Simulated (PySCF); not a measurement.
Stepwise substitution at one centre (Al I-SH). All species are isolated molecules in the gas phase. One relaxed conformer stands for each flexible species; it need not be the lowest. Strings in code marks are SMILES.

The T1 excitation (TDA) from two functionals at the same geometries (B3LYP-D3(BJ)/def2-TZVP), both in PySCF: PBE-D3(BJ)/def2-TZVP and B3LYP-D3(BJ)/def2-TZVP. B3LYP has the VWN-RPA correlation part, as in Gaussian. Excitations are Tamm–Dancoff values on a coarser integration grid. The basis has no diffuse functions, so Rydberg states are missing or too high.

```json
[
 {"species": "0 of 3 I replaced by SH (`[I][Al]([I])[I]`)", "PBE-D3(BJ)/def2-TZVP (eV)": "3.76", "B3LYP-D3(BJ)/def2-TZVP (eV)": "4.11"},
 {"species": "1 of 3 I replaced by SH (`[SH][Al]([I])[I]` (H–S–Al–I torsion 180°))", "PBE-D3(BJ)/def2-TZVP (eV)": "4.25", "B3LYP-D3(BJ)/def2-TZVP (eV)": "4.59"},
 {"species": "2 of 3 I replaced by SH", "PBE-D3(BJ)/def2-TZVP (eV)": "4.47", "B3LYP-D3(BJ)/def2-TZVP (eV)": "4.87"},
 {"species": "3 of 3 I replaced by SH (`[SH][Al]([SH])[SH]`)", "PBE-D3(BJ)/def2-TZVP (eV)": "4.86", "B3LYP-D3(BJ)/def2-TZVP (eV)": "5.25"}
]
```

Over these rows, drawn at random from the members with no instability flagged (it was tested for open shells, ions and some series alone), PBE minus B3LYP-D3(BJ): mean -0.37 eV, from -0.40 eV to -0.34 eV.
